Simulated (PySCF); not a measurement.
Compound: [CrO4]3- (charge -3 and doublet state).
SMILES: `[O]=[Cr-3](=[O])(=[O])=[O]`

Method used: PySCF 2.14.0, PBE0-D3(BJ)/def2-SVP geometry optimisation, gas phase.

Masses are those of the commonest isotopes; rigid-rotor values at the optimised geometry. 

What are A, B and C (MHz)?

Ia = 112.14, Ib = 112.18, Ic = 112.36 u·Å²; 505379 MHz·u·Å²/I gives A = 4507, B = 4505, C = 4498 MHz.

What kind of rotor is it?

A spherical top, as the point group Td requires three equal moments; the computed ones differ by 0.20 % because the geometry is symmetric only within the optimiser's tolerance.

The point group Td allows no dipole (computed: 0.01 D (about the centre of mass, as the species is charged)), so a rigid rotor has no electric-dipole lines.

Estimate the classical rotational partition function at 50 K, 298.15 K and 500 K.

Point group Td, symmetry number σ = 12; q = (√π/σ)·√((kT/h)³/(ABC)), k/h = 20836.6 MHz/K: 520 at 50 K, 7570 at 298.15 K, 16400 at 500 K.

For this open shell read J as N, the rotation without spin; fine and hyperfine splittings come on top. No PBE0-D3(BJ)/def2-SVP frequencies stand behind this structure, so it isn't proved a minimum. ⟨S²⟩ = 0.750 (exact for a doublet: 0.75). Whether so highly charged an anion holds all its electrons in the gas phase wasn't checked; a finite basis holds them in any case. The ion is multiply charged and computed without counter-ions or solvent. The geometry's basis has no diffuse functions, a weakness for an anion. No vibrational averaging or centrifugal distortion is included, and the geometry carries the error of its method.

The run took 59 s on Arm Neoverse V1, one thread, shared host with 32 logical CPUs at a one-minute load of 13, and the process peaked at 0.36 GiB of memory. That covers the optimisation of the geometry.
